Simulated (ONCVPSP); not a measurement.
Pseudopotential generation for Kr (Z = 36): ONCV, Wu-Cohen, scalar-relativistic.

* Element: krypton (Kr)
* Generator: ONCVPSP 4.0.1
* Type: optimised norm-conserving Vanderbilt (ONCV)
* Functional: Wu-Cohen
* Relativity: scalar-relativistic
* Frozen core: [Ar] 3d10
* Valence charge: 8
* Reference configuration: 4s2 4p4.5 (charge +1.5)
* Partial waves: 4s: rc 1.20 bohr, ncon 5, nbas 9, qcut 6.1 1/bohr, 1 projector; 4p: rc 1.55 bohr, ncon 4, nbas 9, qcut 5.9 1/bohr, 2 projectors, debl 2.3 Ha; d scattering state at 0.27 Ha: rc 1.50 bohr, ncon 5, nbas 9, qcut 7.4 1/bohr, 2 projectors, debl 3.5 Ha
* Local potential: polynomial inside 1.00 bohr (lpopt 5, dvloc0 3 Ha)
* Core correction: polynomial model core, fcfact 0.15

All-electron outer shells of the reference configuration (Wu-Cohen, scalar-relativistic, ld1.x):

| shell | level (eV) | outermost node (bohr) | outermost maximum (bohr) |
| --- | --- | --- | --- |
| 3p | -213.58 | 0.20 | 0.46 |
| 3d | -99.90 | – | 0.41 |
| 4s | -39.94 | 0.64 | 1.32 |
| 4p | -25.16 | 0.67 | 1.50 |

Q: Does the generator finish with these settings?

A: Yes, a potential is produced and its reference levels are reproduced.

Q: Estimate the cutoffs (Ha) at which the residual kinetic energy of the hardest occupied pseudo-wave falls to 1 and 0.1 mHa per electron.

A: 131 Ha and 159 Ha.

Q: Does the potential have ghost states?

A: Ghosts flagged at negative energy: s at -36.8 eV; GHOST(+) flags only above 600 eV. A true bound ghost makes a file unfit for plane-wave use.

Q: Which valence shell sets the plane-wave cutoff?

A: 4s: 131 Ha for 1 mHa per electron, against 14 Ha for 4p.

Its largest configuration-test error is +6.4 meV (4s2 4p5). 2 of 4 tests not solved or not reliable.
